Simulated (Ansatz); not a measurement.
`C=CC[SiH](F)F` + H₂Se → `F[SiH](F)[SeH]` + propene at 600 K and 1 bar (ligand exchange at the Si–C bond).

Calculated with Ansatz (gas phase, PBE0-D4/def2-TZVP geometries, no zero-point term in ΔE). CBS: MP2 limit from def2 TZ/QZ plus the TZ coupled-cluster correction, frozen cores. For Se outer-core shells are correlated without core-valence functions, which leaves a few kJ/mol of doubt a bond. Scalar relativity is left out up to krypton. Each species was taken in one conformer, which may not be the lowest.

```tsv
species	CCSD(T)/CBS energy (Eh)	H − E (kJ/mol)	S (J/(mol·K))
`C=CC[SiH](F)F`	-606.56052	291.4	462.8
H₂Se	-2401.89790	57.0	244.8
`F[SiH](F)[SeH]`	-2890.73294	107.1	394.5
`C=CC`	-117.74610	248.6	323.1
```

H − E and S are ideal-gas, rigid-rotor, harmonic terms from PBE0-D4/def2-TZVP, for one conformer and one mirror image of each species. 1 Eh = 2625.50 kJ/mol, R = 8.31446 J/(mol·K).

Problem. By hand: ΔE, ΔH, ΔS and ΔG.

Solution. ΔE = (-2890.73294) + (-117.74610) − (-606.56052) − (-2401.89790) = -0.02062 Eh = -54.1 kJ/mol. Δ(H − E) = 107.1 + 248.6 − 291.4 − 57.0 = 7.3, so ΔH = -46.8 kJ/mol. ΔS = 394.5 + 323.1 − 462.8 − 244.8 = 10.0 J/(mol·K). ΔG = -46.8 − 600 × (10.0)/1000 = -52.8 kJ/mol.

Problem. By hand: the equilibrium constant, and the temperature at which ΔG would vanish if ΔH and ΔS stayed fixed.

Solution. log₁₀ K = −ΔG/(RT ln 10) = 4.6. ΔH and −TΔS have one sign here, so there is no such temperature.

The number of gas molecules stays the same, so ΔS is small and ΔH decides. A doubt of 5 kJ/mol in ΔE shifts log₁₀ K by 0.4 here. Other conformers and mirror images would add mixing entropy, several J/(mol·K) or more a flexible species. Modes under 60 cm⁻¹, often nearly free rotors, make the harmonic entropy too high. These are equilibria of isolated gas molecules and say nothing of rates. Largest T1 diagnostic: 0.011 (customary marks: 0.02 for closed shells, 0.045 for open ones).

ΔS is within the doubt of such terms, so its sign, and with it that verdict, could turn.
